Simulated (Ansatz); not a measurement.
(F2Ga-mu-PH2)2 (Ga₂P₂H₄F₄), relaxed as a singlet with RKS PBE-D4/def2-SVP in Ansatz, starting from the GFN2-xTB geometry. Force threshold 0.02 eV/Å.

Start:

```xyz
12

Ga   -0.7912    1.4030    0.4216
F    -0.9071    1.9429    2.0938
F    -1.5840    2.4349   -0.7663
P    -1.5048   -0.9106    0.1948
Ga    0.7911   -1.4041   -0.4232
F     1.5704   -2.4372    0.7714
F     0.9211   -1.9378   -2.0964
P     1.5039    0.9105   -0.1962
H    -2.4818   -1.1937   -0.7350
H    -1.9972   -1.5412    1.3171
H     2.0024    1.5376   -1.3175
H     2.4772    1.1956    0.7359
```

(1) Estimate the energy that the relaxation releases and the steps that it takes.

(2) Does the start keep its bonding and symmetry?

(3) Predict the relaxed structure.

## Answers

(1) 0.19 eV, in 5 steps; 11 s on 4 threads of Arm Neoverse V1 on a shared host. No frequencies were taken in this run, so the end may be a saddle point.

(2) By distances, no bond broke or formed. The bond that changes most is P8–H12, from 1.38 to 1.42 Å (atoms count from 1). Point group D2h at the start, D2h at the end, both within 0.05 Å.

(3) 
```
atom    x (Å)    y (Å)    z (Å)
 Ga1  -0.8382   1.4736   0.4459
  F2  -0.9342   1.9897   2.1401
  F3  -1.6136   2.4890  -0.7844
  P4  -1.4325  -0.8713   0.1854
 Ga5   0.8382  -1.4735  -0.4463
  F6   1.6151  -2.4894   0.7827
  F7   0.9314  -1.9895  -2.1407
  P8   1.4328   0.8713  -0.1851
  H9  -2.4380  -1.1518  -0.7838
 H10  -1.9392  -1.5131   1.3518
 H11   1.9403   1.5141  -1.3507
 H12   2.4378   1.1508   0.7849
```
Bond lengths (bridged metal pairs left out): 4 × F–Ga 1.77 Å; 4 × Ga–P 2.43 Å; 4 × H–P 1.42 Å.
